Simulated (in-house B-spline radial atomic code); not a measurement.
Ionising the rhodium ion Rh⁸⁺ with different functionals

Computed with an all-electron radial atomic-structure program (B-spline basis): scalar-relativistic (spin-free X2C) Hamiltonian, Fermi nucleus of rms radius 4.4945 fm, spin-polarised at highest spin, spherical fractional occupations for the functionals, and exact exchange of hybrids averaged over the configuration. The ionisation energy is the difference of two self-consistent energies, [Kr] 4d1 → [Ar] 3d10 4s2 4p6, without Breit or QED terms; ε is the level of the shell that loses the electron (its least bound occupied spin orbital). There is no spin-orbit coupling in this Hamiltonian.

| method | rung | ΔSCF (eV) | -ε(4d) (eV) |
| --- | --- | --- | --- |
| PBE0 | global hybrid | 135.17 | 128.18 |
| B3LYP | global hybrid | 135.21 | 127.68 |
| TPSSh | global hybrid | 135.01 | 126.53 |
| BHandHLYP | global hybrid | 135.00 | 130.50 |
| r2SCAN0 | global hybrid | 134.72 | 127.91 |
| B97-1 | global hybrid | 135.14 | 127.70 |
| HSE06 | range-separated hybrid | 135.11 | 127.71 |
| wB97X | range-separated hybrid | 134.91 | 130.57 |
| CAM-B3LYP | range-separated hybrid | ? | ? |
| LC-wPBE | range-separated hybrid | ? | ? |

(1) What does CAM-B3LYP give?

(2) What does LC-wPBE give?

(3) Among the functionals, which spreads more, the ΔSCF values or the orbital energies?

(4) How do they compare with the NIST value?

## Answers

(1) ΔSCF 135.17 eV, and -ε(4d) = 129.66 eV.

(2) ΔSCF 135.25 eV, and -ε(4d) = 131.07 eV.

(3) The orbital energies: ΔSCF values span about 0.53 eV and the orbital energies 4.54 eV; here energy differences depend much less on the functional than eigenvalues do.

(4) NIST lists 135 eV ± 2.2 (tabulated theory, ground level to ground level). Errors run from -0.28 to +0.25 eV; all lie within about twice that uncertainty, so the table can't rank the methods.
